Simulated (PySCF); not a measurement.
## Two-component Hartree-Fock for As+ (arsenic, charge +1)

Start: [Ar] 3d10 4s2 4p1 5s1; 4p3/2 filled at m_j = +3/2; 5s1/2 filled at m_j = +1/2. Calculated with PySCF 2.14 in x2c-TZVPall-2c with one added diffuse shell each of s, p, d type (7s8p5d1f, 63 functions): generalised Hartree-Fock with the X2C-1e Hamiltonian and a Gaussian nucleus; one run each with spin-orbit coupling (SO) switched off, then screened by Boettger's factors. This is a chosen level, not necessarily the ground level.

```
spinor shell  electrons  ε, spin-free (eV)  ε, screened SO (eV)  weight of nominal j (screened SO)  rms radius, screened SO (bohr)
       1s1/2          2           -11960.4             -11960.1                              1.000                          0.0524
       2s1/2          2            -1587.8              -1587.7                              1.000                           0.219
       2p1/2          2            -1389.2              -1414.3                              1.000                           0.194
       3s1/2          2            -240.60              -240.64                              1.000                           0.639
       3p1/2          2            -176.75              -180.37                              0.999                           0.660
       3p3/2          4            -176.75              -175.08                              1.000                           0.670
       3d3/2          4            -71.595              -72.093                              0.980                           0.744
       3d5/2          6            -71.595              -71.331                              0.986                           0.748
       4s1/2          2            -31.542              -31.563                              0.999                            1.98
       4p3/2          1            -21.636              -21.514                              1.000                            2.40
       5s1/2          1             -8.420               -8.426                              0.999                            5.06
```

Task: Where does 2p3/2 lie, and what is the 2p spin-orbit splitting (screened SO)?

Result: At -1377.1 eV, 37.116 eV above 2p1/2.

| quantity | spin-free | screened SO |
| --- | --- | --- |
| E (hartree) | -2258.26299 | -2258.35322 |
| M_J | 2 | 2 |
| ⟨J²⟩ | 6.015 | 6.015 |
| ⟨L²⟩ | 2.013 | 2.015 |
| ⟨S²⟩ | 2.002 | 2.004 |

Each row is a mean over spinors that exchange with the open shell spreads, by up to 3.020 eV (4s1/2).

Without spin-orbit coupling the j labels of p, d and f shells carry no meaning; the spin-free column gives the mean over the occupied spinors of each nl shell.
